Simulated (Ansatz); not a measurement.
[Ni(SH)4]2- (NiH₄S₄²⁻), relaxed as a triplet with UKS B3LYP-D4/def2-SVPD in Ansatz, starting from the B3LYP-D4/def2-SVPD geometry of the charge -2 singlet. Force threshold 0.02 eV/Å.

A multiply charged anion in the gas phase is held together partly by the finite basis. The highest occupied level of the charge -2 triplet lies above zero (up to 1.91 eV). It is a level of α spin, whose loss leaves a doublet; that state wasn't run at this geometry and level. The electron is either unbound and held by the finite basis, or the level is raised by self-interaction error. The relaxation made no stability test and no search for a lower SCF solution.

Start:

Cartesian coordinates in Å:
```
Ni 0.0003 -0.0014 -0.0006
S 0.6917 1.0489 -1.9208
H 2.0058 1.2640 -1.6584
S -0.7031 -1.0017 1.9419
H -2.0233 -1.1911 1.6912
S 2.1372 0.1108 0.8297
H 1.9905 -0.4720 2.0465
S -2.1243 -0.1645 -0.8538
H -1.9746 0.4070 -2.0756
```

| step | energy (eV) | largest force component (eV/Å) | SCF passes |
| --- | --- | --- | --- |
| 1 | -84439.3811 | 1.062 | 94 |
| 2 | -84439.5698 | 0.475 | 35 |
| 3 | -84439.6192 | 0.160 | 34 |
| 4 | -84439.6217 | 0.077 | 32 |
| 5 | -84439.6250 | 0.023 | 37 |
| 6 | -84439.6415 | 0.246 | 39 |
| 7 | -84439.6689 | 0.374 | 40 |
| 8 (rejected) | -84439.6588 | 0.137 | 44 |
| 9 | -84439.7223 | 0.186 | 43 |
| 10 | -84439.7708 | 0.147 | 43 |
| 11 | -84439.8227 | 0.184 | 41 |
| 12 | -84439.8791 | 0.154 | 44 |
| 13 | -84439.9120 | 0.083 | 44 |
| 14 (rejected) | -84439.9063 | 0.104 | 42 |
| 15 | -84439.9177 | 0.032 | 44 |
| 16 | -84439.9194 | 0.036 | 45 |
| 17 | -84439.9207 | 0.035 | 37 |
| 18 (rejected) | -84439.9137 | 0.233 | 45 |
| 19 | -84439.9215 | 0.013 | 41 |
| 20 | -84439.9217 | 0.019 | 40 |

Force components are those of the run's own axes.

End:

| atom | x (Å) | y (Å) | z (Å) |
| --- | --- | --- | --- |
| Ni1 | 0.038 | -0.155 | -0.070 |
| S2 | 0.329 | 1.820 | -1.352 |
| H3 | 1.585 | 2.108 | -0.935 |
| S4 | -0.763 | -0.006 | 2.158 |
| H5 | -2.086 | -0.020 | 1.865 |
| S6 | 2.337 | -0.769 | 0.362 |
| H7 | 2.119 | -1.365 | 1.559 |
| S8 | -1.890 | -1.092 | -1.189 |
| H9 | -1.669 | -0.521 | -2.398 |

By distances, no bond broke or formed. The bond that changes most is Ni1–S8, from 2.30 to 2.42 Å (atoms count from 1).

The force fell under the threshold at step 19, but the optimiser went on. No frequencies were taken in this run, so the end may be a saddle point.

Run time 79 s (4 threads of Intel Xeon 6975P-C on a shared host), peak host memory 0.88 GiB.
